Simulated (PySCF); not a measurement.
Computed shifts of a molecule CH7F2NSi2, PBE0/pcSseg-1 run with PySCF, GIAO, gas phase, equivalent atoms averaged, in ppm (number of nuclei): ²⁹Si: -9.8 (1), -13.3 (1). ¹⁹F: -171.5 (1), -185.7 (1). ¹⁵N: 71.4 (1). ¹³C: 36.6 (1). ¹H: 5.31 (1), 5.19 (1), 5.18 (1), 5.15 (1), 3.28 (3). References: ²⁹Si against TMS (σ = 352.7 ppm); ¹⁹F against CFCl3 (σ = 167.2 ppm); ¹⁵N against NH3 (σ = 267.4 ppm); ¹³C against TMS (σ = 186.3 ppm); ¹H against TMS (σ = 31.56 ppm), references at their B3LYP-D3(BJ)/def2-TZVP geometries, non-relativistic. Geometry: r2SCAN-D4/def2-SVP. Other conformers were not sampled.

Q: Identify the compound among the candidates.
A) N[Si@H](F)[C@H](F)[SiH3]
B) C[Si@H](F)N[SiH2]F
C) C[Si](F)(F)[SiH2]N
D) CN([SiH2]F)[SiH2]F

A: D, CN([SiH2]F)[SiH2]F
